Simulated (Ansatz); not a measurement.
One change: `[BH2][InH][F]` becomes `[F][InH][F]`.

Ansatz, PBE0-D4/def2-TZVP geometries, multiplicity 1. 

Elements past krypton have def2 core potentials.

```
                             property  `[BH2][InH][F]`
   LUMO energy (PBE0/def2-TZVPP) / eV            -2.82
    HOMO energy (PBE/def2-TZVPP) / eV            -6.64
  LUMO energy (B3LYP/def2-TZVPP) / eV            -3.04
    LUMO energy (PBE/def2-TZVPP) / eV            -3.84
  HOMO–LUMO gap (PBE/def2-TZVPP) / eV             2.81
HOMO energy (ωB97M-V/def2-TZVPP) / eV            -9.99
```

**Question.** Give the same properties after the change, and the shifts. (Estimate.)

**Answer.** The calculation gave: 
| property | `[F][InH][F]` | shift |
| --- | --- | --- |
| LUMO energy (PBE0/def2-TZVPP) / eV | -1.86 | 0.96 |
| HOMO energy (PBE/def2-TZVPP) / eV | -8.23 | -1.59 |
| LUMO energy (B3LYP/def2-TZVPP) / eV | -2.25 | 0.79 |
| LUMO energy (PBE/def2-TZVPP) / eV | -2.79 | 1.05 |
| HOMO–LUMO gap (PBE/def2-TZVPP) / eV | 5.44 | 2.63 |
| HOMO energy (ωB97M-V/def2-TZVPP) / eV | -12.30 | -2.31 |

With PBE0 the HOMO falls by 2.08 eV and the LUMO rises by 0.96 eV, so the gap widens by about 3.04 eV. PBE moves the HOMO by -1.59 eV and ωB97M-V by -2.31 eV. The zero-point energy changes by -46.5 kJ/mol with -6 modes.

B3LYP here is the variant with VWN-RPA as its local correlation; programs differ in this.
